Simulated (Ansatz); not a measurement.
C2H8BGa (`C[B](C)[GaH2]`), charge 0, multiplicity 1.

(1) Give a relaxed structure at PBE0-D4/def2-TZVP (the Gaussian-basis code of Ansatz). (An estimate is asked.)

Results:

(1) Computed: 
Cartesian coordinates in Å:
```
C 0.8938 -1.2811 0.2356
B -0.0116 -0.0251 0.0033
C -1.5644 -0.2202 -0.0359
Ga 0.8361 1.8727 -0.2491
H 1.8980 -1.2448 -0.1917
H 1.0344 -1.3177 1.3288
H 0.4151 -2.2270 -0.0391
H -2.1719 0.6338 0.2707
H -1.7922 -0.3826 -1.1026
H -1.9095 -1.1189 0.4864
H 1.1466 2.4983 -1.6684
H 1.2255 2.8127 0.9621
```
Point group C2.
This is one stationary point; other conformers may exist.
